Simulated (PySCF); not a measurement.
C₂H₇O (SMILES CC[OH2+]), charge +1, singlet, at a GFN2-xTB geometry. Base run: PySCF with PBE/def2-SVP.

Here is a job for PySCF.
```python
from pyscf import gto, scf, dft, solvent

mol = gto.M(
    atom='''
C     1.229002   -0.376044   -0.006615
C     0.082470    0.601032   -0.001554
O    -1.187187   -0.179769   -0.072140
H    -1.974657    0.385114    0.075086
H     0.076743    1.220246    0.897416
H     0.082282    1.229470   -0.893188
H     2.164696    0.175836   -0.029370
H     1.232477   -0.994834    0.888186
H     1.195690   -1.010221   -0.888520
H    -1.148565   -0.917390    0.576526
''',
    basis='def2-svp',
    charge=1,
    spin=0,
    verbose=4,
)

mf = dft.RKS(mol)
mf.xc = 'pbe'
mf.kernel()
```

Each row names what was changed in the base input (with any setting that the change needs).

```csv
change,ΔE vs base (kJ/mol),HOMO-LUMO gap (eV)
base,0.00,7.40
model = IEF-PCM; solvent = acetonitrile,-295.4,8.30
model = IEF-PCM; solvent = 2-propanol; vdw_scale = 1.0,-345.5,8.39
model = C-PCM; solvent = 2-propanol,-288.3,8.29
model = IEF-PCM; solvent = 2-propanol; vdw_scale = 1.4,-250.3,8.11
model = COSMO; solvent = 2-propanol,-280.9,8.26
model = IEF-PCM; solvent = tetrahydrofuran,-261.4,8.16
model = IEF-PCM; solvent = 2-propanol; lebedev_order = 41,-287.9,8.27
model = IEF-PCM; solvent = 2-propanol; lebedev_order = 11,-285.0,8.23
model = IEF-PCM; solvent = water,-300.3,8.32
model = SS(V)PE; solvent = 2-propanol,-270.6,8.26
model = IEF-PCM; solvent = 2-propanol; r_probe = 0.5,-225.5,7.96
```

The base is the gas phase, so ΔE is the electrostatic part of solvation at a fixed geometry, without cavity and dispersion terms.
